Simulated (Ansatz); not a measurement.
H7NOSiSn can be A, `[OH][SnH2][NH][SiH3]`, or B, `N[SiH2][O][SnH3]`.

Calculated with Ansatz (gas phase, PBE0-D4/def2-TZVP geometries, no zero-point term in ΔE). CBS: MP2 limit from def2 TZ/QZ plus the TZ coupled-cluster correction, frozen cores. DFT in def2-TZVPP. B3LYP here is the variant with VWN-RPA as its local correlation; programs differ in this. Elements past krypton have def2 core potentials. For Sn outer-core shells are correlated without core-valence functions, which leaves a few kJ/mol of doubt a bond. Each species was taken in one conformer, which may not be the lowest.

Problem. Which is lower in electronic energy at CCSD(T)/CBS, and by how much? (An estimate is asked.)

Solution. Ansatz gave: B, by 25.8 kcal/mol.

Problem. Give E(B) − E(A) in kcal/mol with PBE0-D4, B3LYP, CCSD/def2-TZVPP, HF/def2-TZVPP, r2SCAN-D4, B2PLYP, PBE-D4. (Best estimate.)

Solution. Computed: PBE0-D4 -26.6, B3LYP -26.9, CCSD/def2-TZVPP -26.9, HF/def2-TZVPP -29.5, r2SCAN-D4 -27.6, B2PLYP -26.7, PBE-D4 -25.2. None reverses the order clearly.

Largest T1 diagnostic: 0.013.

From PBE to PBE0 (25 % exact exchange), in def2-TZVPP and without D4, E(B) − E(A) moves by −1.5 kcal/mol. In def2-TZVPP, CCSD(T) changes the Hartree–Fock value by +3.1 kcal/mol (the triples alone add +0.6 kcal/mol) and MP2 by +3.5 kcal/mol.
